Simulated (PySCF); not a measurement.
GeF2Cl2, SMILES [F][Ge]([F])([Cl])[Cl]. Coordinates come from a B3LYP-D3(BJ)/def2-SVP optimisation.

All values below come from B3LYP-D3(BJ)/def2-SVP run with PySCF.

Harmonic wavenumbers (cm⁻¹): 135, 165, 193, 237, 241, 424, 479, 737, 763. Rotational constants (GHz): 2.538, 1.722, 1.445; symmetry number 2.

### Question
Work out the zero-point energy and the ideal-gas rigid-rotor harmonic-oscillator thermochemistry at 298.15 K and 1 atm.

### Answer
ZPE = ½ Σ hcν = ½ × 3373 cm⁻¹ = 4.82 kcal/mol. H − E(el) = 9.44 kcal/mol. Entropy in cal/(mol K): translation 41.50, rotation 26.94, vibration 13.29, total 81.73. G − E(el) = -14.93 kcal/mol. Cp = 21.35 cal/(mol K). Modes under 150 cm⁻¹ make the vibrational entropy uncertain.
